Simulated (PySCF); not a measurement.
All values below come from TPSSh-D3(BJ)/def2-TZVP // PBE0-D3(BJ)/def2-TZVP in PySCF. Isolated molecules, 0 K electronic values unless said otherwise. 

Reference species (SMILES): `[H]/[C]=N\[H]` (neutral, multiplicity 2).

```
Property       Result
-------------  ------
dipole moment  2.20 D
```

Changed species: `C=[N]` (H atom removed from N2; the reference has H atom removed from C1).

Task: Give the shifts of the dipole moment.

Result: the dipole moment rises by 0.25 D, to 2.45 D.
